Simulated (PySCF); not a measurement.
**C₆ coefficients of unlike pairs at UHF**

Calculated with PySCF 2.14 from the dipole response of each species, C₆(A,B) = (3/π) ∫ α_A(iu) α_B(iu) du, in atomic units, from isotropic polarisabilities. For ions this is the dispersion term alone; charge-induced terms of lower order in 1/R come first.

```tsv
species	configuration	basis	relativity	α (bohr³)	C₆ (like pair)
Te+	[Kr] 4d10 5s2 5p3 (4S)	aug-cc-pVQZ-DK3 (9s8p6d3f2g)	spin-free X2C	22.36	187.9
Ti	[Ar] 3d2 4s2 (3F)	x2c-QZVPPall with one added diffuse shell each of s, p, d, f, g type (12s8p6d4f3g)	spin-free X2C	145.7	1693
S+	[Ne] 3s2 3p3 (4S)	aug-cc-pV(D+d)Z (5s4p3d)	none	11.06	55.55
Dy	[Xe] 4f10 6s2 (5I)	x2c-TZVPPall with one added diffuse shell each of s, p, d, f type (12s8p8d5f2g)	spin-free X2C	208.7	3514
```

(1) Estimate C₆ for S+ with Ti.

No spin-orbit coupling is included.

The other pairs:

```tsv
pair	C₆
S+, Te+	101.8
Dy, S+	334.7
Dy, Te+	648.0
Ti, Te+	466.0
Dy, Ti	2432
```

Results:

(1) The integral gives 241.4. The combination rule 2 C_A C_B / (C_A α_B/α_A + C_B α_A/α_B) gives 218.7 and the geometric mean 306.7.
